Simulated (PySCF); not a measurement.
First SCF of a structure search on sextet ClCoN, at a hand-made bent geometry. PySCF input:

```python
from pyscf import gto, scf, dft
mol = gto.M(atom='''
Co     0.000000     0.000000     0.000000
N     -1.335200     0.000000     0.934900
Cl     1.720200     0.000000     1.204500''',
    basis={'Co': 'def2-TZVP', 'N': 'def2-TZVP', 'Cl': 'def2-TZVP'},
    charge=0, spin=5)
mf = dft.UKS(mol, xc='PBE0')
mf.grids.atom_grid = (50, 194)
aux = {'Co': 'def2-universal-JKFIT', 'N': 'def2-universal-JKFIT', 'Cl': 'def2-universal-JKFIT'}
mf = mf.density_fit(auxbasis=aux)
mf.conv_tol = 1e-08
mf.diis_space = 10
mf.max_cycle = 60
mf.init_guess = 'minao'
mf.verbose = 4
mf.kernel()
```

Excerpt of the output (cycles alone); where DIIS stalls, ADIIS, DIIS with a small level shift and a second-order solver take over in turn:

```
init E= -1896.30163251199
cycle= 1 E= -1880.86578711044  delta_E= 15.4  |g|= 5.74  |ddm|= 11.4
cycle= 2 E= -1833.41294114261  delta_E= 47.5  |g|= 13.4  |ddm|= 14.5
cycle= 3 E= -1877.63701643263  delta_E= -44.2  |g|= 8.68  |ddm|=  7.3
cycle= 4 E= -1882.54491107672  delta_E= -4.91  |g|= 7.26  |ddm|= 3.08
cycle= 5 E= -1885.16033285574  delta_E= -2.62  |g|= 6.51  |ddm|= 3.39
cycle= 6 E= -1891.83486617985  delta_E= -6.67  |g|= 4.65  |ddm|=  3.5
cycle= 7 E= -1892.92098513888  delta_E= -1.09  |g|= 3.86  |ddm|= 0.984
cycle= 8 E= -1895.13026956155  delta_E= -2.21  |g|= 2.89  |ddm|= 0.988
cycle= 9 E= -1895.89380822583  delta_E= -0.764  |g|= 2.29  |ddm|= 0.322
cycle= 10 E= -1896.74436386972  delta_E= -0.851  |g|= 1.31  |ddm|= 0.589
cycle= 11 E= -1897.14768984277  delta_E= -0.403  |g|= 0.307  |ddm|= 0.619
cycle= 12 E= -1897.16333869629  delta_E= -0.0156  |g|= 0.311  |ddm|= 0.397
cycle= 13 E= -1897.19366636201  delta_E= -0.0303  |g|= 0.0557  |ddm|= 0.18
... 38 lines left out ...
cycle= 52 E= -1897.18948440518  delta_E= -0.000425  |g|= 0.057  |ddm|= 0.0194
cycle= 53 E= -1897.19115992564  delta_E= -0.00168  |g|= 0.0438  |ddm|= 0.0611
cycle= 54 E= -1897.19012989348  delta_E= 0.00103  |g|= 0.0509  |ddm|= 0.0775
cycle= 55 E= -1897.19152805216  delta_E= -0.0014  |g|= 0.0415  |ddm|= 0.0676
cycle= 56 E= -1897.19139644776  delta_E= 0.000132  |g|= 0.0405  |ddm|= 0.0203
cycle= 57 E= -1897.19366004229  delta_E= -0.00226  |g|= 0.0191  |ddm|= 0.112
cycle= 58 E= -1897.19534866571  delta_E= -0.00169  |g|= 0.015  |ddm|= 0.0942
cycle= 59 E= -1897.19480304558  delta_E= 0.000546  |g|= 0.0148  |ddm|= 0.0311
cycle= 60 E= -1897.18911792463  delta_E= 0.00569  |g|= 0.0442  |ddm|= 0.282
SCF not converged.
init E= -1896.30163251199
cycle= 1 E= -1880.86578711044  delta_E= 15.4  |g|= 5.74  |ddm|= 11.4
cycle= 2 E= -1833.41294114261  delta_E= 47.5  |g|= 13.4  |ddm|= 14.5
cycle= 3 E= -1887.88887910976  delta_E= -54.5  |g|= 6.09  |ddm|= 8.49
cycle= 4 E= -1896.46352594762  delta_E= -8.57  |g|= 1.22  |ddm|=  3.4
cycle= 5 E= -1892.04009133312  delta_E= 4.42  |g|= 2.46  |ddm|= 7.17
cycle= 6 E= -1896.5213577292  delta_E= -4.48  |g|= 1.18  |ddm|= 6.86
cycle= 7 E= -1896.61708244814  delta_E= -0.0957  |g|= 1.45  |ddm|= 1.18
cycle= 8 E= -1896.68764612705  delta_E= -0.0706  |g|= 1.35  |ddm|= 0.919
cycle= 9 E= -1897.17142286542  delta_E= -0.484  |g|= 0.227  |ddm|= 0.67
cycle= 10 E= -1897.05856051533  delta_E= 0.113  |g|= 0.604  |ddm|= 0.506
cycle= 11 E= -1897.18709160007  delta_E= -0.129  |g|= 0.213  |ddm|= 0.27
cycle= 12 E= -1897.12862885038  delta_E= 0.0585  |g|= 0.565  |ddm|= 0.27
cycle= 13 E= -1897.1983829482  delta_E= -0.0698  |g|= 0.101  |ddm|= 0.175
cycle= 14 E= -1897.20080719161  delta_E= -0.00242  |g|= 0.0648  |ddm|= 0.12
cycle= 15 E= -1897.19678138374  delta_E= 0.00403  |g|= 0.157  |ddm|= 0.0935
cycle= 16 E= -1897.20269220407  delta_E= -0.00591  |g|= 0.0383  |ddm|= 0.0626
cycle= 17 E= -1897.20174125714  delta_E= 0.000951  |g|= 0.079  |ddm|= 0.0544
cycle= 18 E= -1897.20304015764  delta_E= -0.0013  |g|= 0.0239  |ddm|= 0.0324
cycle= 19 E= -1897.20237763062  delta_E= 0.000663  |g|= 0.0562  |ddm|= 0.038
cycle= 20 E= -1897.20328723522  delta_E= -0.00091  |g|= 0.0104  |ddm|= 0.0217
SCF not converged.
init E= -1897.20328723522
cycle= 1 E= -1897.20329732662  delta_E= -1.01e-05  |g|= 0.0141  |ddm|= 0.0168
cycle= 2 E= -1897.20326719506  delta_E= 3.01e-05  |g|= 0.0221  |ddm|= 0.0194
cycle= 3 E= -1897.20338663119  delta_E= -0.000119  |g|= 0.00794  |ddm|= 0.00938
cycle= 4 E= -1897.20341754536  delta_E= -3.09e-05  |g|= 0.00299  |ddm|= 0.00411
cycle= 5 E= -1897.20342076015  delta_E= -3.21e-06  |g|= 0.00266  |ddm|= 0.000904
cycle= 6 E= -1897.2034158081  delta_E= 4.95e-06  |g|= 0.00254  |ddm|= 0.00123
cycle= 7 E= -1897.20341445801  delta_E= 1.35e-06  |g|= 0.00252  |ddm|= 0.000346
cycle= 8 E= -1897.20343529273  delta_E= -2.08e-05  |g|= 0.00226  |ddm|= 0.00418
cycle= 9 E= -1897.20350159919  delta_E= -6.63e-05  |g|= 0.00195  |ddm|= 0.0136
cycle= 10 E= -1897.20354201969  delta_E= -4.04e-05  |g|= 0.00202  |ddm|= 0.00852
cycle= 11 E= -1897.20361878004  delta_E= -7.68e-05  |g|= 0.00194  |ddm|= 0.0167
cycle= 12 E= -1897.20374859221  delta_E= -0.00013  |g|= 0.00224  |ddm|= 0.031
cycle= 13 E= -1897.2038154926  delta_E= -6.69e-05  |g|= 0.00164  |ddm|= 0.0177
cycle= 14 E= -1897.20392774873  delta_E= -0.000112  |g|= 0.00297  |ddm|= 0.0407
cycle= 15 E= -1897.20394061729  delta_E= -1.29e-05  |g|= 0.00286  |ddm|= 0.00623
cycle= 16 E= -1897.20395078699  delta_E= -1.02e-05  |g|= 0.00294  |ddm|= 0.00533
cycle= 17 E= -1897.20395945462  delta_E= -8.67e-06  |g|= 0.00262  |ddm|= 0.0047
cycle= 18 E= -1897.20397964818  delta_E= -2.02e-05  |g|= 0.00237  |ddm|= 0.0144
cycle= 19 E= -1897.20399225224  delta_E= -1.26e-05  |g|= 0.0014  |ddm|= 0.0148
cycle= 20 E= -1897.2039933365  delta_E= -1.08e-06  |g|= 0.000414  |ddm|= 0.00135
cycle= 21 E= -1897.2039949534  delta_E= -1.62e-06  |g|= 0.000497  |ddm|= 0.00387
cycle= 22 E= -1897.20399570299  delta_E= -7.5e-07  |g|= 0.000464  |ddm|= 0.00202
cycle= 23 E= -1897.20399633504  delta_E= -6.32e-07  |g|= 0.000364  |ddm|= 0.00328
cycle= 24 E= -1897.20399660141  delta_E= -2.66e-07  |g|= 0.000245  |ddm|= 0.00178
cycle= 25 E= -1897.2039967275  delta_E= -1.26e-07  |g|= 0.000106  |ddm|= 0.000772
cycle= 26 E= -1897.20399677921  delta_E= -5.17e-08  |g|= 7.64e-05  |ddm|= 0.000565
cycle= 27 E= -1897.20399679916  delta_E= -1.99e-08  |g|= 5.82e-05  |ddm|= 0.000333
cycle= 28 E= -1897.20399680817  delta_E= -9.02e-09  |g|= 3.81e-05  |ddm|= 0.000259
Extra cycle  E= -1897.20399681151  delta_E= -3.34e-09  |g|= 8e-05  |ddm|= 0.000106
converged SCF energy = -1897.20399681151  <S^2> = 8.7663422  2S+1 = 6.0054449
```

No lower solution of this spin was found from smeared starts or by a stability analysis within the unrestricted form.

Other spin states or occupations of the open shell can lie lower.

The search for the lowest solution, 3 starts and the stability check together, took 31 s on 4 threads of a shared Arm Neoverse N1 host, with 113 basis functions; the process peaked at 0.43 GiB. Launch command: `OMP_NUM_THREADS=4 python axn.py task.json out`.
